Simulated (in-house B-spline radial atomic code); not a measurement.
# HSE06 excitations of the bromine ion Br⁷⁺

Method: HSE06. Computed with an all-electron radial atomic-structure program (B-spline basis): linear response of the closed shell [Ar] 3d10 with the functional's adiabatic kernel; scalar-relativistic (spin-free one-electron X2C), finite nucleus, no spin-orbit coupling, no double excitations, S, P, D and F terms only. Only terms of natural parity with L up to 3 were computed.

Command:
```bash
python run_td.py task.json out
```
Settings (radii: box in bohr, nucleus in fm):
```
Z                        35
electrons                28
configuration            [Ar] 3d10
hamiltonian              x2c
method                   hse06
box_radius               12.81
rms_radius               4.1629
intervals                70
```

Time taken, with all properties: 1 s on 1 thread of AMD EPYC 9R45 96-Core Processor (Zen 5), on a shared host.

The lowest states, in the order of their Tamm-Dancoff energies; the method's threshold (minus the highest occupied level) is 180.55 eV. Labels give the largest channel, * marks a mixed state, and oscillator strengths are full-response dipole values. Semilocal kernels can invert the small singlet-triplet splittings of Rydberg terms. Energies in eV:

```
     state  full response  Tamm-Dancoff  oscillator strength
3d → 4s 3D          65.93         65.95                    -
3d → 4s 1D          66.79         66.80                    -
3d → 4p 3P          82.93         82.96                    -
3d → 4p 3F          83.32         83.33                    -
3d → 4p 1F          83.96         83.96                    -
3d → 4p 1P          85.20         85.29                0.565
3d → 4d 3S              ?             ?                    -
3d → 4d 3D         109.99        110.01                    -
3d → 4d 1D         110.94        110.95                    -
3d → 4d 1S              ?             ?                    -
3d → 5s 3D         123.95        123.96                    -
3d → 5s 1D         124.20        124.20                    -
3d → 5p 3P         130.55        130.56                    -
3d → 5p 3F         130.69        130.70                    -
3d → 5p 1F         130.90        130.90                    -
3d → 5p 1P         131.20        131.23                0.026
```

Question: Where does 3d → 4d 3S lie?

Answer: At 108.57 eV in full response, 108.62 eV in Tamm-Dancoff.

Question: Where does 3d → 4d 1S lie?

Answer: At 117.58 eV in full response, 118.49 eV in Tamm-Dancoff.

Question: How large is the singlet-triplet splitting of 3d → 4s (D terms) in Tamm-Dancoff?

Answer: 0.853 eV, from the unrounded values.

Question: What polarisabilities and dispersion coefficient does the method give?

Answer: Dipole 0.2786 bohr³, quadrupole 0.2197 bohr⁵, C6 0.363 hartree·bohr⁶ for two such species.
